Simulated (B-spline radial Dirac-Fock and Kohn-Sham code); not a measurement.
# Two-hole binding energies of Au³⁹⁺

System: gold as Au³⁹⁺, [Kr] 4d4.

The run's input, task.json:

```json
{"items": [{
  "Z": 79,
  "q": 39,
  "cfg": [[1, 0, 2], [2, 0, 2], [2, 1, 6], [3, 0, 2], [3, 1, 6], [3, 2, 10], [4, 0, 2], [4, 1, 6], [4, 2, 4]],
  "A": 197,
  "rrms": 5.4371,
  "do": ["binding", "quiet", "double"]
}]}
```

Launch: `python xray_run.py task.json out`

The computed values come from a B-spline atomic structure program: relaxed Dirac-Fock hole states (ΔSCF) with Breit and QED corrections and a finite nucleus. U is the two-hole binding energy less the two single-hole energies, the effective repulsion of the holes after relaxation. Each two-hole energy is an average over J within one jj subconfiguration.

```
          holes  E(a) (eV)  E(b) (eV)  E(ab) (eV)  U (eV)
           1s⁻²    82492.2    82492.2    166587.5  1603.1
   1s⁻¹ 2p1/2⁻¹    82492.2    15510.6     98520.5   517.7
   1s⁻¹ 3p1/2⁻¹    82492.2     4886.8     87570.1   191.2
   2s⁻¹ 2p1/2⁻¹    16137.5    15510.6     31938.5   290.4
   2s⁻¹ 2p3/2⁻¹    16137.5    13695.6     30104.3   271.2
   2s⁻¹ 3p1/2⁻¹    16137.5     4886.8     21180.6   156.3
   2s⁻¹ 3p3/2⁻¹    16137.5     4471.5     20755.0   146.0
2p1/2⁻¹ 3p3/2⁻¹    15510.6     4471.5     20133.6   151.5
2p1/2⁻¹ 3d5/2⁻¹    15510.6     3937.4     19607.7   159.6
   2p3/2⁻¹ 3s⁻¹    13695.6     5162.0     19005.9   148.3
2p3/2⁻¹ 3p1/2⁻¹    13695.6     4886.8     18740.9   158.5
2p3/2⁻¹ 3d3/2⁻¹    13695.6     4025.2     17883.4   162.6
        3p1/2⁻²     4886.8     4886.8           ?       ?
        3d5/2⁻²     3937.4     3937.4      8002.1   127.2
```

Q: Give the missing two-hole energy and U.

A: E(ab) = 9901.0 eV and U = 127.4 eV.
